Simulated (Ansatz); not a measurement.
Isolated molecules relaxed with PBE0-D4/def2-TZVP in Ansatz; ΔE leaves out vibrations. CCSD(T)/CBS adds triple-zeta CCSD(T) − MP2 to the extrapolated MP2 energy (def2 sets, frozen cores). Functionals use def2-TZVPP. HSE06 is defined as in plane-wave codes. def2 core potentials past Kr. For Br, Sn outer-core shells are correlated without core-valence functions, which leaves a few kJ/mol of doubt a bond. Scalar relativity is left out up to krypton. Each species was taken in one conformer, which may not be the lowest.

`[NH2][SnH]([OH])[F]` + `[OH][Al]([Cl])[Br]` → `[NH2][SnH]([F])[Cl]` + `[OH][Al]([OH])[Br]`  (redistribution)

```csv
level,ΔE (kJ/mol),difference from CCSD(T)/CBS
LDA (SPW92),-42.4,-3.6
BLYP-D4,-42.8,-4.0
r2SCAN-D4,-41.9,-3.1
r2SCAN0-D4,-43.6,-4.8
HSE06-D4,-41.8,-3.0
CAM-B3LYP-D4,-43.5,-4.7
PBE-QIDH,-41.3,-2.5
BLYP,-42.9,-4.1
CAM-B3LYP,-43.5,-4.7
LC-ωPBE,-39.1,-0.3
MP2/def2-SVP,-38.1,0.7
CCSD/def2-SVP,-39.9,-1.1
CCSD/def2-TZVPP,-40.8,-2.0
MP2/def2-QZVPP,-39.8,-1.0
SCS-MP2/def2-QZVPP,-39.9,-1.1
CCSD/CBS(def2),-40.0,-1.2
CCSD(T)/CBS,-38.8,0
```

Largest T1 diagnostic among the species: 0.014.

Leaving LDA and LC-ωPBE aside and taking each functional with its dispersion term where it has one, the values, not all of them listed here, spread over 7.1 kJ/mol, from BHLYP-D4 to revPBE-D4. In def2-TZVPP, CCSD(T) changes the Hartree–Fock value by +6.5 kJ/mol (the triples alone add +1.2 kJ/mol) and MP2 by +6.1 kJ/mol.
